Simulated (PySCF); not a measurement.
A structure optimised at PBE-D3(BJ)/def2-SVP, used in a PySCF frequency run:

```xyz
11

B     -0.4672     1.0742     0.0000
H     -1.6835     0.8929     0.0000
C      0.1383     2.5213     0.0000
H     -0.2363     3.0864     0.8818
H     -0.2363     3.0864    -0.8818
H      1.2455     2.5456     0.0000
O      0.3522    -0.0200     0.0000
Si    -0.0086    -1.6779     0.0000
H     -1.4965    -1.8960     0.0000
H      0.6077    -2.2822     1.2269
H      0.6077    -2.2822    -1.2269
```

### Question
Write its SMILES, formula and point group.

### Answer
CBO[SiH3], CH7BOSi, Cs

### Question
What are its rotational constants (standard atomic weights)?

### Answer
30.258, 2.3717, 2.2910 GHz
